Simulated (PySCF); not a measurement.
**How far are cheaper levels from CCSD(T)/CBS for CsH?**

PySCF; the state is a singlet (closed shell). The composite is CCSD(T) extrapolated to the basis-set limit from two correlation-consistent sets, with core-valence (CV) and scalar-relativistic (SR) terms as its label shows; it has no spin–orbit coupling and nothing beyond (T). Here it is CCSD(T)/CBS(TQ). It gives Re = 2.498 Å, ωe = 891 cm⁻¹ and De = 1.85 eV to Cs + H.

| level | basis | relativity | Re (Å) | ωe (cm⁻¹) | De (eV) |
| --- | --- | --- | --- | --- | --- |
| RHF | def2-SVP | scalar-relativistic core potentials | 2.664 | 854 | 0.73 |
| RHF-MP2 | def2-SVP | scalar-relativistic core potentials | 2.606 | 878 | 1.16 |
| RHF-CCSD(T) | def2-SVPD | scalar-relativistic core potentials | 2.631 | 843 | 1.56 |
| r²SCAN | def2-SVP | scalar-relativistic core potentials | 2.595 | 856 | 1.68 |
| PBE0 | def2-SVP | scalar-relativistic core potentials | 2.577 | 872 | 1.58 |
| PBE0 | def2-TZVP | scalar-relativistic core potentials | 2.505 | 875 | 1.68 |
| PBE0 | def2-TZVPP | scalar-relativistic core potentials | 2.490 | 896 | 1.72 |
| PBE0 | x2c-TZVPall | spin-free X2C | 2.477 | 891 | 1.76 |
| r²SCAN0 | def2-TZVP | scalar-relativistic core potentials | 2.515 | 874 | 1.73 |
| HSE06 | def2-TZVP | scalar-relativistic core potentials | 2.508 | 876 | 1.68 |

Q: Give the difference of each row from the composite.

A: 

```json
{"level": "RHF", "basis": "def2-SVP", "ΔRe (pm)": "+16.6", "Δωe (%)": "-4.2", "ΔDe (eV)": "-1.12"}
{"level": "RHF-MP2", "basis": "def2-SVP", "ΔRe (pm)": "+10.8", "Δωe (%)": "-1.5", "ΔDe (eV)": "-0.69"}
{"level": "RHF-CCSD(T)", "basis": "def2-SVPD", "ΔRe (pm)": "+13.3", "Δωe (%)": "-5.4", "ΔDe (eV)": "-0.29"}
{"level": "r²SCAN", "basis": "def2-SVP", "ΔRe (pm)": "+9.7", "Δωe (%)": "-3.9", "ΔDe (eV)": "-0.17"}
{"level": "PBE0", "basis": "def2-SVP", "ΔRe (pm)": "+7.9", "Δωe (%)": "-2.1", "ΔDe (eV)": "-0.27"}
{"level": "PBE0", "basis": "def2-TZVP", "ΔRe (pm)": "+0.7", "Δωe (%)": "-1.8", "ΔDe (eV)": "-0.17"}
{"level": "PBE0", "basis": "def2-TZVPP", "ΔRe (pm)": "-0.8", "Δωe (%)": "+0.6", "ΔDe (eV)": "-0.13"}
{"level": "PBE0", "basis": "x2c-TZVPall", "ΔRe (pm)": "-2.1", "Δωe (%)": "+0.0", "ΔDe (eV)": "-0.09"}
{"level": "r²SCAN0", "basis": "def2-TZVP", "ΔRe (pm)": "+1.7", "Δωe (%)": "-1.9", "ΔDe (eV)": "-0.12"}
{"level": "HSE06", "basis": "def2-TZVP", "ΔRe (pm)": "+1.0", "Δωe (%)": "-1.7", "ΔDe (eV)": "-0.17"}
```

Q: Which rows come closest in De?

A: PBE0 in x2c-TZVPall (-0.09 eV), counted from the composite.

Correlated steps freeze the inner cores (0 to 23 orbitals); shallow outer-core shells are correlated. Correlated levels converge slowly with the basis: in double zeta they bind strong bonds too weakly, by up to about 1 eV, and carry superposition errors of some tenths. Spin–orbit coupling is left out. Where the molecule has an RHF reference, its open-shell atoms are computed with UHF. The CCSD T1 diagnostic is raised in CsH, a sign that a single reference may not be enough there.
